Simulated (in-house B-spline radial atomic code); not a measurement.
A fraction x of an electron is removed from 4d in Rh III (Rh2+), starting from [Kr] 4d7 and keeping the highest spin. All numbers are computed (scalar-relativistic (X2C) CAM-B3LYP, spin-polarised, spherical fractional occupations; Fermi nucleus of rms radius 4.4945 fm) with a B-spline radial code for spherical atoms, not measured.

Caution: exact exchange at fractional occupations of open shells leaves self-interaction of up to several eV.

```
   x  E(x) - E(0) (eV)  4d down level (eV)
   0            0.0000             -23.807
0.01            0.2386             -23.918
 0.2            4.9849             -26.051
 0.3            7.6469             -27.192
0.44           11.5669             -28.811
 0.5           13.3166             -29.512
0.62           16.9428             -30.928
0.75           21.0642             -32.481
 0.8           22.7033             -33.083
 0.9           26.0722             -34.297
   1           29.5631             -35.522
```

The exact functional would give a straight line between the two integer points. Deviations E(x) - E(0) - x[E(1) - E(0)], in eV: -0.057 at x = 0.01, -0.928 at x = 0.2, -1.222 at x = 0.3, -1.441 at x = 0.44, -1.465 at x = 0.5, -1.386 at x = 0.62, -1.108 at x = 0.75, -0.947 at x = 0.8, -0.535 at x = 0.9.

The curve lies below the straight line by up to 1.465 eV (at x = 0.5): convex, the delocalisation error, to which spherically averaged exact exchange adds.

**Question.** How well does Slater's transition state (minus the level at half occupation) give the ionisation energy?

**Answer.** It gives 29.512 eV against 29.563 eV from the two total energies; NIST lists 31.06 eV, ground level to ground level. The end point has an open shell averaged over its orbitals, so its exact exchange keeps a self-interaction and this is no true integer point.
